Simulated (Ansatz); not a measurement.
Stepwise reaction of `[SiH3][Sb]([SiH3])[Cl]` with hydrogen fluoride, as a gas-phase model of exchange steps in deposition or etching. ΔE in kJ/mol; ΔG adds harmonic PBE0-D4 terms to CCSD(T)/CBS, at 1 bar.

Gas-phase electronic energies from Ansatz, PBE0-D4/def2-TZVP geometries. CCSD(T)/CBS adds triple-zeta CCSD(T) − MP2 to the extrapolated MP2 energy (def2 sets, frozen cores). This one scheme is used for every species. DFT in def2-TZVPP. B3LYP here is the variant with VWN-RPA as its local correlation; programs differ in this. def2 core potentials past Kr. For Sb outer-core shells are correlated without core-valence functions, which leaves a few kJ/mol of doubt a bond.

```csv
step,reaction,PBE-D4,B3LYP-D4,ωB97M-V,CCSD(T)/CBS,ΔG(400 K)
1,`[SiH3][Sb]([SiH3])[Cl]` + H–F → `[F][Sb]([SiH3])[Cl]` + SiH₄,-2.7,-13.2,-9.1,1.9,-0.8
2,`[F][Sb]([SiH3])[Cl]` + H–F → `[F][Sb]([F])[Cl]` + SiH₄,-53.7,-63.0,-64.8,-56.3,-57.0
```

By hand: ΔE of the 2 steps together at CCSD(T)/CBS.

(1.9) + (-56.3) = -54.4 kJ/mol, or -27.2 kJ/mol a step.

In ΔE each step is lower than the one before. ΔG lies between -57.0 and -0.8 kJ/mol a step. PBE-D4 differs from CCSD(T)/CBS by -4.6 to 2.6 kJ/mol a step. Isolated molecules leave out the surface, adducts and barriers. Largest T1 diagnostic: 0.015.
